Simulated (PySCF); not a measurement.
C₂H₅BO₃, SMILES O1CB(OC1)O.

Coordinates come from a PBE-D3(BJ)/def2-SVP optimisation. This is a generated structure with no PubChem entry under its InChIKey; it may be hypothetical. The values are those of a single conformer.

The numbers are results of PySCF with PBE/def2-TZVP, not measurements.

Isolated molecule, no solvent.

total energy: -329.58722 hartree
highest occupied level: -6.03 eV
lowest empty level: -0.13 eV
orbital gap: 5.90 eV
dipole moment: 0.248 e·Å
quadrupole, principal values (traceless, Buckingham form, about the centre of nuclear charge): -2.07, 0.02, 2.05 D·Å
mean static polarisability: 48.2 bohr³ (7.15 Å³)
polarisability, principal values: 39.7, 48.7, 56.3 bohr³
